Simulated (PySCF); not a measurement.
Energy of Ge⁺ (germanium, charge +1) between two integer charges

The 4p alpha orbital of [Ar] 3d10 4s2 4p1 is emptied in steps (occupation f), with all orbitals relaxed, ending at [Ar] 3d10 4s2. Computed with PySCF 2.14 in aug-cc-pVTZ-PP with ECP10MDF, with scalar relativity through the core potential. The exact energy is a straight line in f; departures are measured from the line between the end points of the same method.

```csv
f,UHF (eV),LDA (eV),PBE (eV),PBE0 (eV),r2SCAN (eV),LC-wPBE (eV),BHandHLYP (eV),wB97X (eV),MN15 (eV)
1,0.000,0.000,0.000,0.000,0.000,0.000,0.000,0.000,0.000
0.9,0.029,-0.377,-0.365,-0.267,-0.349,-0.033,-0.181,-0.065,-0.221
0.7,0.066,-0.882,-0.852,-0.622,-0.809,-0.075,-0.422,-0.153,-0.512
0.5,0.077,-1.052,-1.014,-0.737,-0.951,-0.084,-0.501,-0.186,-0.602
0.3,0.064,-0.884,-0.849,-0.614,-0.783,-0.065,-0.420,-0.160,-0.498
0.1,0.027,-0.378,-0.362,-0.261,-0.324,-0.025,-0.180,-0.070,-0.209
0,0.000,0.000,0.000,0.000,0.000,0.000,0.000,0.000,0.000
```

```json
{"method": "UHF", "E(f=0) − E(f=1) (eV)": "15.250", "−ε at f=1 (eV)": "15.569", "−ε at f=0.5 (eV)": "15.245"}
{"method": "LDA", "E(f=0) − E(f=1) (eV)": "15.815", "−ε at f=1 (eV)": "11.641", "−ε at f=0.5 (eV)": "15.808"}
{"method": "PBE", "E(f=0) − E(f=1) (eV)": "15.692", "−ε at f=1 (eV)": "11.640", "−ε at f=0.5 (eV)": "15.703"}
{"method": "PBE0", "E(f=0) − E(f=1) (eV)": "15.744", "−ε at f=1 (eV)": "12.770", "−ε at f=0.5 (eV)": "15.766"}
{"method": "r2SCAN", "E(f=0) − E(f=1) (eV)": "15.931", "−ε at f=1 (eV)": "12.044", "−ε at f=0.5 (eV)": "16.005"}
{"method": "LC-wPBE", "E(f=0) − E(f=1) (eV)": "15.863", "−ε at f=1 (eV)": "15.484", "−ε at f=0.5 (eV)": "15.892"}
{"method": "BHandHLYP", "E(f=0) − E(f=1) (eV)": "15.696", "−ε at f=1 (eV)": "13.687", "−ε at f=0.5 (eV)": "15.700"}
{"method": "wB97X", "E(f=0) − E(f=1) (eV)": "15.609", "−ε at f=1 (eV)": "14.891", "−ε at f=0.5 (eV)": "15.590"}
{"method": "MN15", "E(f=0) − E(f=1) (eV)": "15.536", "−ε at f=1 (eV)": "13.068", "−ε at f=0.5 (eV)": "15.579"}
```

Orbital energy along the path (eV):

```tsv
f	UHF	LDA	PBE	PBE0	r2SCAN	LC-wPBE	BHandHLYP	wB97X	MN15
1	-15.569	-11.641	-11.640	-12.770	-12.044	-15.484	-13.687	-14.891	-13.068
0.9	-15.502	-12.460	-12.445	-13.370	-12.837	-15.572	-14.089	-15.028	-13.575
0.7	-15.371	-14.123	-14.070	-14.571	-14.428	-15.741	-14.895	-15.305	-14.587
0.5	-15.245	-15.808	-15.703	-15.766	-16.005	-15.892	-15.700	-15.590	-15.579
0.3	-15.124	-17.502	-17.327	-16.941	-17.524	-16.017	-16.501	-15.892	-16.529
0.1	-15.007	-19.181	-18.919	-18.076	-18.889	-16.097	-17.295	-16.224	-17.420
0	-14.950	-20.002	-19.695	-18.621	-19.424	-16.113	-17.690	-16.399	-17.824
```

Reference removal energy between the ground levels: 15.935 eV (measured; NIST Atomic Spectra Database, ionization energies). The calculation has no spin-orbit coupling. UHF lacks correlation.
